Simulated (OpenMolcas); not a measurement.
Computed transition rates of Au I

```yaml
Program: OpenMolcas 26.06
Method: "SS-RASPT2, IPEA 0.25 Eh, imaginary shift 0.1 Eh (closed shells correlated: 5s 5p)"
Basis: ANO-RCC-VTZP [8s7p5d3f1g]
Scalar_Hamiltonian: DKH2, point nucleus
Active_space: 11 electrons in 9 orbitals (RAS2 5d 6s; RAS3 6p, at most 2 electrons)
State_averaging: 2S+1 = 2 even, 6 roots; 2S+1 = 4 odd, 3 roots (0 in the spin-orbit step)
Spin-orbit_coupling: RASSI with atomic mean-field integrals over the reference wave functions, term energies averaged over their components
```

Rates come from the transition moments of the reference wave functions (E1 and E2 in the length form). At fixed line strength A goes as λ^-3 for E1 and M1 and as λ^-5 for E2, so a rate at the computed wavelength can be rescaled to the measured one. Measured vacuum wavelengths follow from level energies in NIST Handbook of Basic Atomic Spectroscopic Data. Branching counts decays inside the model space alone, at computed energies, and the table is only a selection of the E2 and M1 lines, drawn from those between levels with measured partners whose computed energy lies within a factor of 1.5 of the measured one.

```json
{"Upper": "5d9 6s2 2D 5/2", "Lower": "5d10 6s 2S 1/2", "Type": "E2", "λ computed (nm)": "1189", "λ measured (nm)": "1092", "A computed (s-1)": "1.36e-02", "A rescaled (s-1)": "2.08e-02", "Branching %": "100.0"}
{"Upper": "5d9 6s2 2D 3/2", "Lower": "5d9 6s2 2D 5/2", "Type": "M1", "λ computed (nm)": "820.8", "λ measured (nm)": "814.7", "A computed (s-1)": "2.94e+01", "A rescaled (s-1)": "3.01e+01", "Branching %": "96.0"}
{"Upper": "5d9 6s2 2D 3/2", "Lower": "5d10 6s 2S 1/2", "Type": "E2", "λ computed (nm)": "485.5", "λ measured (nm)": "466.5", "A computed (s-1)": "1.20e+00", "A rescaled (s-1)": "1.47e+00", "Branching %": "3.9"}
```

The largest correction is for 5d9 6s2 2D 5/2 → 5d10 6s 2S 1/2 (E2): 1.36e-02 × (1189 / 1092)^5 = 2.08e-02 s-1, a factor of 1.53.

The computed rate and branching of 5d9 6s2 2D 5/2 → 5d10 6s 2S 1/2 give the upper level a radiative lifetime of 1.000 / 1.36e-02 s-1 = 7.35e+01 s, counting decays inside the model space alone. The rescaled rate gives about 4.8e+01 s.

No measured rate stands beside these. Rescaling mends the energy factor alone: line strengths can still be far off where a level mixes with configurations outside the active space, and weak or spin-changing lines hang on small mixing coefficients that depend on the term gaps too, so rescaling need not improve them.

CASPT2 breaks the degeneracy within a term, and the mean is taken; among the terms shown or strongly mixed into the levels shown the widest spread is 28 cm-1 (5d9 6s2 2D). Some high roots are left out of the spin-orbit mixing, which shifts the levels that they would mix with. A single d shell beside an s shell can misplace configurations of different d count against each other. Computed and measured levels are paired by configuration, term and J; levels that our copy of the source lacks, or whose pairing is in doubt (as where it misses far off the trend of its configuration), stay unpaired. Levels of configurations outside the active space are missing.
